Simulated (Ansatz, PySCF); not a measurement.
Si(OSiH3)2(F)2 (F₂H₆O₂Si₃), SMILES F[Si](F)(O[SiH3])O[SiH3]. Atoms are numbered in the order given.

```xyz
13

F      0.7401     2.0497    -0.1120
Si     0.1046     0.6526    -0.5789
F      0.3596     0.5486    -2.1578
O     -1.4864     0.6410    -0.2816
Si    -2.6614    -0.2192     0.5406
O      0.8468    -0.5714     0.1869
Si     2.2933    -1.1634     0.7804
H     -2.7515    -1.6020    -0.0079
H     -3.9525     0.4913     0.3501
H     -2.3202    -0.2803     1.9907
H      2.5176    -0.6296     2.1526
H      3.4151    -0.7512    -0.1104
H      2.1919    -2.6462     0.8229
```

Coordinates come from a r2SCAN-D4/def2-SVP optimisation. Other conformers were not sampled.

Two levels are set side by side: PBE-D3(BJ)/def2-SVP (Ansatz, a first-principles code) and r2SCAN-D4/def2-SVP (Ansatz). Each level has its own optimised geometry; the coordinates shown are those of the second. Frequencies come from the Hessian of PySCF at each geometry. Differences are taken from unrounded values.

| quantity | r2SCAN-D4 | PBE-D3(BJ) | PBE-D3(BJ) minus r2SCAN-D4 |
|---|---|---|---|
| mean bond length (Å) | 1.561 | 1.574 | 0.014 |
| bond F1–Si2 (Å) | 1.604 | 1.619 | 0.015 |
| bond Si2–F3 (Å) | 1.603 | 1.616 | 0.013 |
| bond Si2–O4 (Å) | 1.619 | 1.634 | 0.015 |
| bond Si2–O6 (Å) | 1.623 | 1.640 | 0.016 |
| bond O4–Si5 (Å) | 1.672 | 1.689 | 0.017 |
| bond O6–Si7 (Å) | 1.672 | 1.688 | 0.017 |
| bond Si5–H8 (Å) | 1.490 | 1.502 | 0.011 |
| bond Si5–H9 (Å) | 1.486 | 1.498 | 0.012 |
| bond Si5–H10 (Å) | 1.491 | 1.503 | 0.012 |
| bond Si7–H11 (Å) | 1.489 | 1.501 | 0.012 |
| bond Si7–H12 (Å) | 1.491 | 1.502 | 0.012 |
| bond Si7–H13 (Å) | 1.487 | 1.498 | 0.011 |
| highest harmonic wavenumber (cm⁻¹) | 2265 | 2206 | -59 |
| mean harmonic wavenumber (cm⁻¹) | 893 | 866 | -27 |
| zero-point energy (kcal/mol) | 42.12 | 40.86 | -1.26 |
